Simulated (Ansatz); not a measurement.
A run for Ansatz (an electronic-structure program): R-CCSD(T)/aug-cc-pVDZ on C3H6F2 (a complex), monomers drawn apart or pushed together.

Ansatz 0.2 input:
```yaml
crystal:
  periodic: [false, false, false]
  atoms:
    - {symbol: C, position_ang: [0.36766658, 0.66827527, -0.22414263]}
    - {symbol: F, position_ang: [-1.00917104, 0.55200367, -0.02614237]}
    - {symbol: H, position_ang: [0.58069407, 1.67532978, -0.58369717]}
    - {symbol: H, position_ang: [0.87130459, 0.48736240, 0.72435410]}
    - {symbol: H, position_ang: [0.67317594, -0.07022206, -0.96585117]}
    - {symbol: C, position_ang: [-1.28946289, -0.32375142, 3.59858999]}
    - {symbol: C, position_ang: [-0.10538032, -0.36969902, 4.17195203]}
    - {symbol: F, position_ang: [1.03500686, -0.11023576, 3.48935558]}
    - {symbol: H, position_ang: [-1.41221526, -0.07646654, 2.55297871]}
    - {symbol: H, position_ang: [-2.16482015, -0.54031527, 4.19342605]}
    - {symbol: H, position_ang: [0.10103241, -0.60757673, 5.20690398]}
basis:
  gaussian:
    orbitals: aug-cc-pVDZ
magnetization: {spin_polarized: false}
correlation: {method: ccsd_t, electrons: outside_noble_gas}
scf: {lower_state_search: off}
```

Program output:

```
WARN ansatz: RAYON_NUM_THREADS=1 ignored (pool sized by the plan → 1); use --threads N
Functional definition: HF
these checks for a lower state are left out or cut short: stability, starts, cluster_reference, orbital_swaps, neighbouring_geometries, increment
integrals: 0.59 GiB planned
1636 factors; integrals over basis functions are off by at most 7.6e-4 eV
mean field: 0.57 GiB planned
mean field evaluation 1: about -8595.0037 eV, gradient 3.4e1 eV
mean field evaluation 2: about -8595.0353 eV, gradient 3.4e1 eV
mean field evaluation 4: about -8597.8687 eV, gradient 3.7e0 eV
mean field evaluation 8: about -8597.9150 eV, gradient 2.8e-1 eV
mean field -8597.91549975 eV, -315.9675667394 hartree, gradient 3.1e-6 eV, S^2 0.000000; 0 other end points of the search recorded, 0 dependent functions left out
5 core orbitals not correlated
reference -8597.91549975 eV, -315.9675667394 hartree; 16, 16 occupied and 148, 148 virtual orbitals, 1636 factors
second order -22.86989130 eV of doubles, -0.00000000 eV of singles
coupled cluster: 1.95 GiB planned
cycle   1  -23.39052966 eV  change   -5.2e-1 eV  update   1.1e-1
cycle   2  -23.95177619 eV  change   -5.6e-1 eV  update   3.4e-2
cycle   3  -24.11326832 eV  change   -1.6e-1 eV  update   1.8e-2
cycle   4  -24.10975093 eV  change    3.5e-3 eV  update   4.0e-3
cycle   5  -24.10755453 eV  change    2.2e-3 eV  update   1.7e-3
cycle   6  -24.10864401 eV  change   -1.1e-3 eV  update   4.4e-4
cycle   7  -24.10860117 eV  change    4.3e-5 eV  update   1.4e-4
cycle   8  -24.10853850 eV  change    6.3e-5 eV  update   4.0e-5
cycle   9  -24.10854056 eV  change   -2.1e-6 eV  update   1.4e-5
perturbative correction -0.70513318 eV, -0.0259131664 hartree
Total energy: -8622.72917349 eV, -316.8794524301 hartree
Checks for a lower state left out: stability, starts, cluster_reference, orbital_swaps, neighbouring_geometries, increment
```

Self-consistency was reached.

Cost: around 40 core-seconds (rough).
